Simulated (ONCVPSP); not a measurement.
Configuration tests for antimony (ONCV)

antimony, optimised norm-conserving Vanderbilt (ONCV), made with ONCVPSP 4.0.1 (LDA (Perdew-Zunger), scalar-relativistic). Core [Kr], reference 4d10 5s2 (charge +3). Waves: 5s: rc 1.75 bohr, ncon 5, nbas 8, qcut 3.3 1/bohr, 2 projectors, debl 0.9 Ha; p scattering state at 0.35 Ha: rc 1.50 bohr, ncon 3, nbas 8, qcut 5.2 1/bohr, 2 projectors, debl 3.3 Ha; 4d: rc 0.90 bohr, ncon 3, nbas 6, qcut 10.4 1/bohr, 3 projectors, debl 2.5 Ha. Local part: polynomial inside 0.70 bohr (lpopt 4, dvloc0 0 Ha). Core correction: none.

In the s channel the program set the typed energies aside and used -1.448, 0.250 Ha. In the p channel the program set the typed energies aside and used 0.050, 3.350 Ha.

Energies are relative to the spin-unpolarised reference configuration 4d10 5s2; without spin polarisation the order of configurations can differ from experiment.

| valence configuration | charge | ΔE all-electron (eV) | error AE − PS (meV) |
| --- | --- | --- | --- |
| 4d10 5s2 5p3 | 0 | -49.559 | -266 |
| 4d10 5s2 5p2 | +1 | -41.038 | -190 |

Q: What are ΔE and the potential's error for 4d10 5s2 5p1?

A: ΔE = -24.785 eV all-electron; the error (AE − PS) is -96 meV.

Q: What are ΔE and the potential's error for 4d9 5s2 5p4?

A: ΔE = -18.555 eV all-electron; the error (AE − PS) is -501 meV.

Note: ghosts flagged at negative energy: s at -161.7 eV, p at -84.4 eV, d at -2037.3 eV; GHOST(+) flagged for s at 141.2 eV, p at 557.3 eV. A true bound ghost makes a file unfit for plane-wave use.
